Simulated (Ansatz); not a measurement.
A nudged elastic band was laid between two geometries of GeH4O + H (7 atoms, charge 0, multiplicity 2).

These are results of Ansatz, UKS PBE-D4/def2-TZVP, not measurements.

```json
{
 "movable images": "9",
 "climbing image": "yes",
 "spring": "5.0 eV/Å²",
 "optimiser": "quadratic models (default)",
 "start path": "through a guess of the saddle point",
 "force threshold": "0.03 eV/Å",
 "iteration limit": "60",
 "end points": "relaxed"
}
```

Image 0:

```xyz
7
Properties=species:S:1:pos:R:3
Ge -0.052 -0.027 -0.080
H 0.004 -0.039 1.485
O 1.620 -0.028 -0.763
H 2.081 -0.858 -0.561
H -0.663 1.285 -0.610
H -0.834 -1.271 -0.583
H 0.037 -0.016 3.344
```

Image 10:

```xyz
7
Properties=species:S:1:pos:R:3
Ge -0.030 -0.028 -0.388
H -0.063 0.011 2.870
O 1.671 -0.022 -1.014
H 2.078 -0.901 -0.923
H -0.628 1.279 -0.996
H -0.759 -1.307 -0.941
H -0.074 0.017 3.624
```

Problem. Which bonds break or form, and what moves?

Solution. Bonds broken: Ge1–H2. Bonds formed: H2–H7. GeH4O + H becomes GeH3O + H2.

Problem. What energy profile does the band end with?

Solution. It converged. The highest image is number 0 of 0 to 10, 0.000 eV above the first end and 0.970 eV above the last; the last end lies 0.970 eV below the first. The highest image is an end point: on this band no image between the ends rises above it. A vibrational analysis next to that end finds imaginary modes (270i cm⁻¹), so it isn't a minimum.

| image | path coordinate (Å) | energy (eV) | Ge1–H2 (Å) | H2–H7 (Å) |
| --- | --- | --- | --- | --- |
| 0 | 0.00 | 0.000 | 1.57 | 1.86 |
| 1 | 0.05 | 0.000 | 1.57 | 1.83 |
| 2 | 0.31 | -0.028 | 1.61 | 1.50 |
| 3 | 0.58 | -0.251 | 1.79 | 1.12 |
| 4 | 0.84 | -0.739 | 2.09 | 0.81 |
| 5 | 1.11 | -0.853 | 2.33 | 0.77 |
| 6 | 1.38 | -0.914 | 2.55 | 0.76 |
| 7 | 1.65 | -0.948 | 2.76 | 0.76 |
| 8 | 1.91 | -0.964 | 2.99 | 0.76 |
| 9 | 2.18 | -0.970 | 3.20 | 0.75 |
| 10 | 2.45 | -0.970 | 3.26 | 0.75 |

The run took 110 s on 4 threads of Arm Neoverse V1 (shared host), peak memory 0.19 GiB.
